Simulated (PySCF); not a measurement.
A species of formula C3H12N2Si has this rotational fingerprint, computed with PBE0-D3(BJ)/def2-SVP geometry optimisation, gas phase (PySCF 2.14.0):

```
Rotational constants : A = 5574, B = 1316, C = 1147 MHz
Dipole components    : |μa| = 0.12 D, |μb| = 0.01 D, |μc| = 0.49 D
Inertial defect      : -34.13 u·Å²
κ                    : -0.92
```

Question: Which candidate fits, each taken in the one conformer that was computed?
A. `[CH3:1][CH2:2][NH:3][N:4]([CH3:5])[SiH3:6]` with C1–C2–N3–N4 63°, C2–N3–N4–C5 109°
B. `[CH3:1][CH2:2][CH2:3][NH:4][SiH2:5][NH2:6]` with C1–C2–C3–N4 -179°, C2–C3–N4–Si5 94°, C3–N4–Si5–N6 57°, N4–Si5–N6–H 60° and -150°
C. `[CH3:1][CH:2]([CH3:3])[NH:4][SiH2:5][NH2:6]` with C1–C2–N4–Si5 70°, C2–N4–Si5–N6 -156°, N4–Si5–N6–H -154° and 60°
D. `[CH3:1][CH2:2][CH2:3][SiH:4]([NH2:5])[NH2:6]` with C1–C2–C3–Si4 -176°, C2–C3–Si4–N5 -62°, C3–Si4–N5–H 35° and 178°, C3–Si4–N6–H 60° and -88°
E. `[CH3:1][CH:2]([CH3:3])[SiH:4]([NH2:5])[NH2:6]` with C1–C2–Si4–N5 65°, C2–Si4–N5–H 38° and -179°, C2–Si4–N6–H -87° and 63°

Answer: D. It is CCC[SiH](N)N, a near-prolate asymmetric top, point group C1. The candidates at the same level (rigid rotor, commonest isotopes):

```
        SMILES  A (MHz)  B (MHz)  C (MHz)  μa (D)  μb (D)  μc (D)  Δ (u·Å²)  point group                        rotor
 CCNN(C)[SiH3]     3678     1997     1468    0.48    0.05    0.20    -46.18           C1               asymmetric top
 CC(C)N[SiH2]N     5394     1477     1340    0.34    0.66    0.72    -58.86           C1  near-prolate asymmetric top
CC(C)[SiH](N)N     3668     1976     1707    0.22    0.19    0.37    -97.49           C1               asymmetric top
   CCCN[SiH2]N     6221     1164     1100    0.07    0.44    0.65    -55.81           C1  near-prolate asymmetric top
  CCC[SiH](N)N     5574     1316     1147    0.12    0.01    0.49    -34.13           C1  near-prolate asymmetric top
```

`CC(C)[SiH](N)N` has B 50 % too high; `CCNN(C)[SiH3]` has B 52 % too high; `CCCN[SiH2]N` has A 12 % too high; `CC(C)N[SiH2]N` has C 17 % too high. No structure here is proved a minimum.
